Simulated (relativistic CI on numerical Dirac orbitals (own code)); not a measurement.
# W36+: sensitivity of the levels to the model

Base calculation: Dirac-Coulomb-Breit CI, separate exchange-only KLI orbitals for each configuration, model QED (radiative potential, 1s self-energy scaled to tabulated hydrogen-like ionisation energies), unscaled Slater integrals.

Configuration list (outside the closed core [Ar] 3d10): 4s²4p⁶4d², 4s²4p⁶4d4f, 4s²4p⁵4d³, 4s4p⁶4d³, 4s²4p⁵4d²4f, 4s4p⁶4d²4f, 4s²4p⁶4d5s, 4s²4p⁶4f5s, 4s²4p⁶4d5p, 4s²4p⁶4d5d, 4s²4p⁵4d²5s, 4p⁶4d³4f, 4s²4p⁶4d5f, 4s²4p⁶5s5p, 4s4p⁶4d4f5s, 4s²4p⁶4d5g, 4s4p⁶4d²5s, 4s²4p⁵4d²5d, 4s²4p⁶4d6s, 4s²4p⁶4d6d, 4s²4p⁶4f², 4s²4p⁵4f³, 4s4p⁶4f³, 4p⁶4d⁴, 4p⁵4d⁵, 4p⁵4d⁴4f, 4s²4p⁶4f5p, 4s²4p⁵4f²5p, 4s4p⁶4f²5p, 4s²4p⁶5s², 4s²4p⁵4f5s², 4s4p⁶4f5s², 4s²4p⁶5p², 4s²4p⁵4f5p², 4s4p⁶4f5p², 4p⁶4d³5s, 4p⁵4d⁴5s, 4p⁵4d³4f5s, 4s4p⁶4d5s², 4s4p⁵4d4f5s², 4p⁶4d4f5s². Double excitations out of closed p, d and f shells are left out; levels of such configurations are missing from the list, as are those of other unlisted configurations, and high levels can miss mixing partners. These lack a partner that the ground configuration has and come out too high: 4s²4p⁵4d²5s, 4s4p⁶4d²5s, 4s²4p⁵4d²5d.

Variants: (1) only the first configuration; (2) non-relativistic limit. Shifts of the energy above 4s²4p⁶4d² ³F2, in cm⁻¹, for the lowest level and the first level of each name with at least 55 % of one term (blank where a level changes its place among those of its configuration and J or its character, or is not in the variant):

```json
{"Level": "4s²4p⁶4d² ³F2", "Base": "0", "Δ(1)": "0", "Δ(2)": "0"}
{"Level": "4s²4p⁶4d² ³P0", "Base": "68811", "Δ(1)": "+1746", "Δ(2)": "-27315"}
{"Level": "4s²4p⁶4d² ³F3", "Base": "139902", "Δ(1)": "-225", "Δ(2)": "-139902"}
{"Level": "4s²4p⁶4d² ¹G4", "Base": "182148", "Δ(1)": "+1550", "Δ(2)": ""}
{"Level": "4s²4p⁶4d² ³P1", "Base": "182942", "Δ(1)": "+2827", "Δ(2)": "-141446"}
{"Level": "4s²4p⁶4d² ³F4", "Base": "307364", "Δ(1)": "+994", "Δ(2)": ""}
{"Level": "4s²4p⁶4d² ¹S0", "Base": "414318", "Δ(1)": "-1715", "Δ(2)": "-253884"}
{"Level": "4s²4p⁵4d³ ⁵D°0", "Base": "1294769", "Δ(1)": "", "Δ(2)": "-150257"}
{"Level": "4s²4p⁵4d³ ³I°7", "Base": "1590688", "Δ(1)": "", "Δ(2)": "-335017"}
```

At this charge energies of transitions that change n are usually good to better than 1 %, and those within a shell (Δn = 0) to a few per cent. Terms inside the open d or f shell come out 10 to 20 % too wide with unscaled integrals.

Ionisation energy from the two ground configurations alone: base 1564.71 eV. The NIST ASD value (semi-empirical) is 1569.1 eV.

LS names give the leading component of a level, which can be under half, so a name can repeat, a term be missing and a line seem to break the LS rules.
